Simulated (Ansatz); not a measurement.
Reactions of C4H8N2 (`C#CN(C)CN`).

Program: Ansatz. Geometries: PBE0-D4/def2-TZVP. ΔE: electronic, gas phase. CBS: MP2 limit from def2 TZ/QZ plus the TZ coupled-cluster correction, frozen cores. This one scheme is used for every species. Functionals use def2-TZVPP. B3LYP here is the variant with VWN-RPA as its local correlation; programs differ in this. For Ge, Se, Ti outer-core shells are correlated without core-valence functions, which leaves a few kJ/mol of doubt a bond. Scalar relativity is left out up to krypton. One conformer a species, not always the lowest.

```csv
reaction,ωB97M-V (kJ/mol),HF/CBS(def2) (kJ/mol),B3LYP-D4 (kJ/mol)
`C#CN(C)CN` + `[OH][Ti]([F])([Cl])[SeH]` → `C[Se][Ti]([OH])([F])[Cl]` + `C#CNCN`,-11,-8,-14
`C#CN(C)CN` + `C=C=N` → `C#CN=C=C` + `CNCN`,34,32,26
`C#CN(C)CN` + `N=CO` → `C#C/N=C/O` + `CNCN`,14,11,8
`C#CN(C)CN` + `[BH2][GeH2][SiH3]` → `C[BH][GeH2][SiH3]` + `C#CNCN`,-72,-66,-70
`C#CN(C)CN` + H–F → `NCF` + `C#CNC`,2,-17,-1
```

(1) Give the CCSD(T)/CBS values in the same order. (An estimate is asked.)

Largest T1 diagnostic: 0.023, for `[OH][Ti]([F])([Cl])[SeH]`.

Results:

(1) Computed: -15, 31, 14, -69, 15 kJ/mol.
